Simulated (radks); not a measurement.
The numbers below are computed, except where a source is named.
Task: Excited configurations of the barium ion Ba2+: one electron is placed in a higher orbital outside [Kr] 4d10 5s2 5p5. The ground configuration is [Xe]. Level of theory: scalar-relativistic Kohn-Sham, PBEsol, spin-polarised, spherical densities, point nucleus; open shells are filled with parallel spins first (spin-orbit coupling, left out, can overturn this in heavy ions) (a radial shooting solver on a logarithmic mesh with Libxc functionals). Excitation = E - E(ground); binding = E(ion) - E, where the ion is the core of charge +3; n* = 3/sqrt(2 binding) in atomic units, and the quantum defect is n - n*.

outer orbital  excitation (eV)  binding (eV)     n*  quantum defect  eigenvalue (eV)  <r> (bohr)
4f                      20.434        15.847  2.780           1.220           -9.582       1.651
5d                      17.726        18.555  2.569           2.431          -14.611       2.674
5f                      28.465         7.816  3.958           1.042           -6.312       5.910
6s                      19.104        17.177  2.670           3.330          -14.659       3.744
6p                      22.735        13.546  3.007           2.993          -11.529       4.441
6d                      27.124         9.157  3.657           2.343           -7.726       6.058
6f                      31.048         5.233  4.837           1.163           -4.350       10.06
7s                      27.048         9.234  3.642           3.358           -7.978       6.915
7d                      30.556         5.725  4.625           2.375           -4.892       10.19

Estimate the row for 7p.

Result: excitation (eV) 28.508; binding (eV) 7.774; n* 3.969; quantum defect 3.031; eigenvalue (eV) -6.673; <r> (bohr) 7.916. The Delta-SCF ionisation energy is 36.281 eV (NIST Atomic Spectra Database: 35.844 eV, measured). Self-interaction in the functional shifts the binding energies and quantum defects, so they are the method's values and not measured ones. Open shells are spherical and high-spin; term and fine-structure splittings are not resolved. Spin-orbit splitting is averaged out at the scalar-relativistic level.
